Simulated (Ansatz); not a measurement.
**Relative stability**

The two ends of one reaction step of Si₂H₅OF, singlet (PBE0-D4/def2-TZVP).

A:

```
9
angstrom
Si -0.4525 -0.6374 -0.4344
F 0.3817 -1.9683 -0.7566
O -1.4789 -0.9033 0.8117
H -2.2468 -1.4593 0.6683
H -1.2098 -0.3459 -1.6817
Si 1.0164 1.0526 0.2434
H 0.2555 2.3122 0.4582
H 1.6987 0.6668 1.5060
H 2.0356 1.2826 -0.8150
```

B:

Si1  (-1.192, 0.135, -0.570)
F2  (0.530, -2.088, 0.706)
O3  (-1.580, -1.341, -0.414)
H4  (-0.335, -1.981, 0.292)
H5  (-2.151, 1.075, -1.218)
Si6  (0.888, 0.921, 0.197)
H7  (0.942, 2.377, -0.104)
H8  (0.949, 0.697, 1.658)
H9  (1.948, 0.204, -0.545)
(Å)

Program: Ansatz 0.2.0. Basis: def2-TZVPP. Cores are frozen in the correlated methods. B3LYP uses VWN-RPA correlation.

(1) Which structure is lower at CCSD(T), and by how much? (An estimate is asked for; the value comes from the calculation.)

No T1 diagnostic of these runs exceeds 0.018.

Results:

(1) Computed: A, by 269.7 kJ/mol (electronic energy, against the other). By their contacts, A is Si₂H₅OF ([OH][SiH]([F])[SiH3]) and B is a complex of Si₂H₄O ([O][SiH][SiH3]) + HF.

All methods give the same order:

```json
{"method": "SPW92", "E(B) − E(A) (kJ/mol)": "253.6"}
{"method": "PBE-D4", "E(B) − E(A) (kJ/mol)": "243.8"}
{"method": "BLYP-D4", "E(B) − E(A) (kJ/mol)": "237.7"}
{"method": "r2SCAN-D4", "E(B) − E(A) (kJ/mol)": "269.1"}
{"method": "B97M-V", "E(B) − E(A) (kJ/mol)": "276.0"}
{"method": "PBE0-D4", "E(B) − E(A) (kJ/mol)": "270.4"}
{"method": "B3LYP-D4", "E(B) − E(A) (kJ/mol)": "261.0"}
{"method": "r2SCAN0-D4", "E(B) − E(A) (kJ/mol)": "285.5"}
{"method": "BHLYP-D4", "E(B) − E(A) (kJ/mol)": "289.4"}
{"method": "CAM-B3LYP-D4", "E(B) − E(A) (kJ/mol)": "274.0"}
{"method": "wB97X-V", "E(B) − E(A) (kJ/mol)": "278.6"}
{"method": "wB97M-V", "E(B) − E(A) (kJ/mol)": "272.5"}
{"method": "B2PLYP", "E(B) − E(A) (kJ/mol)": "264.7"}
{"method": "PBE-QIDH", "E(B) − E(A) (kJ/mol)": "282.0"}
{"method": "RPA on PBE", "E(B) − E(A) (kJ/mol)": "259.7"}
{"method": "HF", "E(B) − E(A) (kJ/mol)": "318.2"}
{"method": "MP2", "E(B) − E(A) (kJ/mol)": "267.1"}
{"method": "CCSD", "E(B) − E(A) (kJ/mol)": "280.1"}
{"method": "CCSD(T)", "E(B) − E(A) (kJ/mol)": "269.7"}
```

Labels in which every atom is bracketed show which atoms are joined, not bond orders.

For scale, one of the runs: CCSD(T)/def2-TZVPP, 216 basis functions, launched by `ansatz run in.yaml --threads 4 --pin off --events-out ev --progress --plain --max-ram 9574MiB`. Time: 58 s of wall clock on 4 CPU threads of an Arm Neoverse V2; the host was shared. Peak host memory: 3.1 GiB.
